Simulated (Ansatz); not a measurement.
Consider the hydrogenolysis of a B–N bond: `[SiH3]N([SiH3])B(Cl)Cl` + H₂ → `ClBCl` + `[SiH3]N[SiH3]`.

Program: Ansatz. Geometries: PBE0-D4/def2-TZVP. ΔE: electronic, gas phase. CCSD(T)/CBS adds triple-zeta CCSD(T) − MP2 to the extrapolated MP2 energy (def2 sets, frozen cores). This one scheme is used for every species. DFT in def2-TZVPP. HSE06 is defined as in plane-wave codes. Each species was taken in one conformer, which may not be the lowest.

```tsv
level	ΔE (kJ/mol)	difference from CCSD(T)/CBS
BLYP-D4	94.5	1.3
r2SCAN-D4	93.6	0.4
r2SCANh-D4	92.8	-0.4
PBE-QIDH	89.6	-3.6
revPBE	67.8	-25.4
r2SCAN	89.7	-3.5
r2SCANh	88.5	-4.7
HSE06	78.6	-14.6
CAM-B3LYP	72.5	-20.7
RPA@PBE/def2-TZVPP	87.1	-6.1
CCSD/def2-SVP	92.7	-0.5
CCSD(T)/def2-SVP	98.6	5.4
CCSD/def2-TZVPP	83.0	-10.2
HF/def2-QZVPP	51.7	-41.5
MP2/def2-QZVPP	102.4	9.2
SCS-MP2/def2-QZVPP	91.1	-2.1
CCSD(T)/CBS	93.2	0
```

Largest T1 diagnostic among the species: 0.012.

The D4 term adds +24.1 kJ/mol with B3LYP and +13.2 kJ/mol with PBE0; it sums over pairs of atoms, weighted by their polarisabilities, and B3LYP, whose exchange is more repulsive, gets the larger term. In def2-TZVPP, CCSD(T) changes the Hartree–Fock value by +39.0 kJ/mol (the triples alone add +8.1 kJ/mol) and MP2 by +49.3 kJ/mol.

CCSD(T)/CBS has its own doubt, a few kJ/mol and more with outer-core shells, so smaller differences from it don't rank the levels.

B3LYP here is the variant with VWN-RPA as its local correlation; programs differ in this.
